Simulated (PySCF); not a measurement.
Frontier orbitals and the lowest excitations

PSb3SSeSe nortricyclane, PSSb₃Se₂.
Z-matrix (Å and degrees, PBE0-D3(BJ)/def2-SVP geometry), rows numbered from 1:
```
P 
S   1  2.0914
Sb  2  2.4587  1  108.73
Sb  3  2.8558  2   96.77  1    30.87
Se  1  2.2478  2  105.31  3   -55.44
Sb  3  2.8565  2   97.06  1   -29.65
Se  1  2.2489  2  104.94  3    55.19
```

Computed, not measured: PySCF 2.14.0, density-fitted response routines, TDDFT wB97X-D/def2-SVPD, vertical, gas phase, core orbitals frozen in the response, def2 core potentials past Kr. Spin–orbit coupling is left out.

Frontier orbitals with the atoms that hold most of them (Löwdin shares over 4%, at most four atoms; ? is withheld):

```
orbital  ε (eV)                               atoms
 HOMO-3   -8.76   P1 35%, Sb6 18%, Sb4 17%, Sb3 16%
 HOMO-2   -8.68    S2 28%, Se7 28%, Se5 28%, Sb4 7%
 HOMO-1   -8.24  Sb3 29%, Sb4 18%, Sb6 18%, Se7 13%
   HOMO   -8.17                                   ?
   LUMO   -1.01                                   ?
 LUMO+1   -0.29   Sb4 30%, Sb6 30%, Sb3 27%, Se5 4%
 LUMO+2   -0.17  Sb4 30%, Sb6 27%, Sb3 15%, Se5 10%
```

**Question.** Which atoms hold the LUMO, and with what shares?

**Answer.** Sb3 (bonded to S and 2 Sb) 18%; Sb4 (bonded to 2 Sb and Se) 18%; Sb6 (bonded to 2 Sb and Se) 18%; Se7 (bonded to P and Sb) 15%. By element: antimony 54%, selenium 15% or more.

**Question.** Give the leading atoms of the HOMO.

**Answer.** Sb6 (bonded to 2 Sb and Se) 25%; Sb4 (bonded to 2 Sb and Se) 24%; Sb3 (bonded to S and 2 Sb) 17%; Se5 (bonded to P and Sb) 13%. By element: antimony 66%, selenium 13% or more.

**Question.** The HOMO–LUMO gap is 7.15 eV. Where does the response calculation put the lowest singlet, and from which orbitals?

**Answer.** S1 is at 3.09 eV (f = 0.0006), 4.06 eV below the gap, made of HOMO→LUMO (97%). Without the coupling terms of the response equations the lowest excitation would equal the gap.

**Question.** One configuration dominates each of S1, S2 and S3. Which, and how do the shares of the two leading atoms of either orbital change from the occupied to the empty one?

**Answer.** 
- S1 (3.09 eV, f 0.0006), HOMO→LUMO (97%): Sb6 25% → 18%, Sb4 24% → 18%, Sb3 17% → 18%
- S2 (3.16 eV, f 0.0001), HOMO-1→LUMO (97%): Sb3 29% → 18%, Sb4 18% → 18%
- S3 (3.58 eV, f 0.0000), HOMO-2→LUMO (90%): S2 28% → at most 15%, Se7 28% → 15%, Sb3 at most 7% → 18%, Sb4 7% → 18%

One conformer stands for the species.
